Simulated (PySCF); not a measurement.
As: excitation energy

As [Ar] 3d10 4s2 4p3 (4S) → As [Ar] 3d10 4s1 4p3 5s1 (6S), as a difference of total energies. All numbers are calculated (PySCF 2.14, scalar relativity by spin-free X2C-1e, in aug-cc-pVDZ-DK). Correlated levels: valence: [Ar] 3d10 frozen. The calculations carry no spin-orbit coupling.

| method | excitation energy (cm⁻¹) |
| --- | --- |
| UHF | 90977 |
| LDA | 111840 |
| PBE | 109800 |
| PBE0 | 107550 |
| r2SCAN | 106420 |
| B3LYP | 111920 |
| B2PLYP | 108050 |
| wB97X-V | 110230 |
| TPSSh | 108540 |
| MP2 (valence) | 98514 |
| SCS-MP2 (valence) | 101220 |

The upper state lies above the first ionisation limit, but in LS coupling its spin forbids autoionisation to the ground ion. A Rydberg-like electron needs more diffuse functions than a valence basis has.

The promoted electron is Rydberg-like, and one or two diffuse shells describe it only roughly, which tends to raise the upper state.
